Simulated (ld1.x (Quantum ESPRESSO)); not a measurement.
# Which change was made? (Te, TM)

```json
{
  "Element": "tellurium (Te)",
  "Generator": "ld1.x (Quantum ESPRESSO) 7.5",
  "Type": "norm-conserving Troullier–Martins (Kleinman–Bylander form)",
  "Functional": "PBE",
  "Relativity": "fully relativistic",
  "Frozen core": "[Kr] 4d10",
  "Valence charge": "6",
  "Reference configuration": "5s2 5p4",
  "Partial waves": "5p (bound): rc 1.85 bohr; 5s (bound): rc 1.35 bohr",
  "Local potential": "the s channel",
  "Core correction": "Bessel-smoothed model core inside 0.65 bohr"
}
```

Open shells are filled in proportion to 2j + 1 (rel_dist='average').

Cutoffs, loose and tight: the cutoffs (Ry, on a coarse ladder) from which the occupation-weighted sum of valence levels, in a spherical-Bessel basis at the reference potential, stays within 10 and 1 mRy of its value at 400 Ry. They do not see the model core or the augmentation charge, which bear on the density cutoff. Test errors are all-electron minus pseudo excitation energies from the reference, over the configurations 5s2 5p3; 5s2 5p2; 5s2 5p1; 5s2 5p0; 5s0 5p6; 5s1 5p4; 5s1 5p5; variants that change the core or the reference have their own tests. The largest error is taken over the tests solved by every variant that gives reliable tests at all, those not shown here included: 5s1 5p4; 5s1 5p5; 5s2 5p0; 5s2 5p1; 5s2 5p2; 5s2 5p3.

The base gives: outcome: generated; cutoff, loose: 70 Ry; cutoff, tight: 200 Ry; bound ghosts: p1/2; largest test error (meV): -134.

**Question.** After one change the result is: outcome: generated; cutoff, loose: 70 Ry; cutoff, tight: 200 Ry; bound ghosts: p3/2, p1/2; largest test error (meV): -219. Which change was it?
A. wave 5p (bound): rc 1.85 bohr becomes 5p (bound): rc 1.66 bohr
B. wave 5p (bound): rc 1.85 bohr becomes 5p (bound): rc 1.46 bohr
C. wave 5p (bound): rc 1.85 bohr becomes 5p (bound): rc 2.70 bohr

**Answer.** C. The others give: wave 5p (bound): rc 1.85 bohr becomes 5p (bound): rc 1.66 bohr → outcome: generated; cutoff, loose: 90 Ry; cutoff, tight: 200 Ry; bound ghosts: p3/2, p1/2; largest test error (meV): -128 | wave 5p (bound): rc 1.85 bohr becomes 5p (bound): rc 1.46 bohr → outcome: generated; cutoff, loose: 140 Ry; cutoff, tight: 200 Ry; bound ghosts: p3/2, p1/2; largest test error (meV): -118.
